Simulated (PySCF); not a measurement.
This PySCF input asks for the NMR shieldings of `P[SiH2][SiH2]C1CCC1`, C₄H₁₃PSi₂; the geometry comes from PBE0-D3(BJ)/def2-SVP.

```python
import basis_set_exchange as bse
import numpy as np
from pyscf import gto, dft
from pyscf.prop import nmr

atoms = """
P     4.503610   -0.848060   -0.749773
Si    2.590722   -0.553042    0.441863
Si    1.050329    0.842501   -0.640695
C    -0.569928    1.018533    0.314220
C    -1.723305    1.681533   -0.485607
C    -2.289507    0.278561   -0.773137
C    -1.414225   -0.283414    0.362774
H     3.812904   -1.087083   -1.978764
H     4.665216    0.547535   -1.016245
H     2.006894   -1.913131    0.673076
H     2.984598    0.002510    1.775900
H     1.689517    2.180787   -0.860039
H     0.778697    0.244970   -1.990540
H    -0.344711    1.476773    1.291553
H    -2.382341    2.266938    0.174620
H    -1.463082    2.313534   -1.349893
H    -1.969779   -0.096542   -1.757155
H    -3.378036    0.142823   -0.691494
H    -1.967262   -0.370954    1.310827
H    -0.902167   -1.242788    0.181901
"""
names = dict.fromkeys(["P", "Si", "C", "H"], "pcSseg-1")
basis = {el: gto.basis.parse(bse.get_basis(n, elements=[el], fmt="nwchem")) for el, n in names.items()}
mol = gto.M(atom=atoms, basis=basis, charge=0, verbose=0)
mf = dft.RKS(mol, xc="HYB_GGA_XC_WB97X_D")
mf.grids.level = 2
mf.grids.alignment = dft.numint.BLKSIZE   # the property module wants whole blocks of grid points
mf.conv_tol = 1e-9
mf.kernel()

calc = nmr.RKS(mf)   # GIAO
C = mf.mo_coeff
Co = C[:, mf.mo_occ > 0]
resp = mf.gen_response(singlet=True, hermi=2)
def vind(x):   # induced exchange potential for any number of trial vectors
    d = np.einsum("pi,xij,qj->xpq", C, 2 * x.reshape(-1, C.shape[1], Co.shape[1]), Co, optimize=True)
    return np.einsum("xpq,pi,qj->xij", resp(d - d.transpose(0, 2, 1)), C, Co, optimize=True).ravel()
mo1, _ = nmr.rhf.solve_mo1(calc, with_cphf=vind)
sigma = calc.kernel(mo1)
for i, s in enumerate(sigma):   # ppm
    print("%2d %-2s %9.2f" % (i, mol.atom_pure_symbol(i), np.trace(s) / 3))
```

**Question.** What are the results?

**Answer.** 
```
 0 P     600.51
 1 Si    438.29
 2 Si    403.79
 3 C     169.37
 4 C     158.06
 5 C     163.26
 6 C     159.82
 7 H      29.91
 8 H      29.91
 9 H      27.56
10 H      27.65
11 H      27.55
12 H      27.44
13 H      29.93
14 H      28.98
15 H      29.77
16 H      29.23
17 H      29.61
18 H      29.08
19 H      29.84
```

These numbers come from an equivalent density-fitted implementation of the same equations, which agrees with the script to about 0.01 ppm for H and up to a few tenths of a ppm for heavy atoms, so last digits may differ.

**Question.** Turn these shieldings into chemical shifts. Scale: H3PO4 for 31P (σref 307.18); 29Si (σref 352.93), 13C (σref 184.54), 1H (σref 31.38) against TMS (reference shieldings calculated alike).

**Answer.** Averaging equivalent atoms: P 0: -293.3; Si 2: -50.9; Si 1: -85.4; C 4/6: 25.6; C 5: 21.3; C 3: 15.2; H 11/12: 3.89; H 9/10: 3.77; H 14/18: 2.35; H 16: 2.15; H 17: 1.77; H 15/19: 1.58; H 7/8: 1.47; H 13: 1.45 ppm. Experimental scales use liquid or dissolved standards, which lie at an offset from isolated H3PO4.

Size and cost of the density-fitted run: 205 basis functions, 46 s wall time on 1 thread of an Arm Neoverse V1, shared host.
